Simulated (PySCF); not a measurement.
Br2Cu, SMILES [Br][Cu-][Br], charge -1, multiplicity 1. Geometry: PBE-D3(BJ)/def2-SVPD. The spin state was assumed, not searched.

Computed equilibrium geometry at PBE-D3(BJ)/def2-SVPD (PySCF confirms it by a frequency run) as bond lengths and angles, and its point group:
point group D∞h.
Atoms: Cu1 Br2 Br3. Bonds (Å): Cu1–Br2 2.280, Cu1–Br3 2.280. Angles (°): Br2–Cu1–Br3 180.0.
Charge -1, spin multiplicity 1.
